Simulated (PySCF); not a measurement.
# Hartree-Fock beside MP2: BF2H2Si anion

These are calculations, not measurements. They come from PySCF 2.14.0, an open-source quantum chemistry program, on an isolated molecule that a program drew, which may never have been made. The molecule is BF2H2Si anion (charge -1, singlet), drawn as the SMILES string `FB(F)[SiH2-]`.

The geometry was optimised and harmonic frequencies were computed with HF and MP2, all in the aug-cc-pV(D+d)Z basis, for the commonest isotopes, with a restricted reference for singlets and an unrestricted one otherwise, and a frozen core in MP2. Each result is a local minimum of its method.

Geometry at the HF minimum:
```xyz
6
BF2H2Si anion, angstrom
F     1.7419    1.9625   -0.2055
B     0.5989    1.2491   -0.0080
F    -0.4529    1.9397   -0.5285
Si    0.5127   -0.6446    0.7105
H     1.5239   -0.5326    1.8448
H    -0.7845   -0.5565    1.5048
```

Lengths of the bonds as drawn, in Å (atoms numbered as above):
```
  bond     HF    MP2
 F1-B2  1.362  1.394
 B2-F3  1.362  1.394
B2-Si4  2.027  2.005
Si4-H5  1.524  1.522
Si4-H6  1.524  1.522
```

Rotational constants, in GHz:
```
constant,HF,MP2
A,9.881,9.473
B,3.652,3.669
C,2.713,2.691
```

Harmonic frequencies in cm^-1, each column in rising order, so a row needn't be the same motion in every method:
| rank | HF | MP2 |
|---|---|---|
| 1 | 188 | 206 |
| 2 | 225 | 221 |
| 3 | 360 | 339 |
| 4 | 422 | 393 |
| 5 | 608 | 573 |
| 6 | 690 | 605 |
| 7 | 698 | 648 |
| 8 | 1007 | ? |
| 9 | 1184 | 1086 |
| 10 | 1187 | 1107 |
| 11 | 2045 | 2059 |
| 12 | 2064 | 2062 |

**Estimate the missing MP2 frequency from the HF column.**

A single factor s that minimises the squared misfit of MP2 against s times HF over the other rows is sum(HF x MP2) / sum(HF^2) = 0.9755, with an rms misfit of 44 cm^-1. For rank 8 it gives 0.9755 x 1007 = 982 cm^-1. The calculation gives 947 cm^-1, 35 cm^-1 below the estimate. The drawn bonds are on average 0.7 % longer in MP2 than in HF.
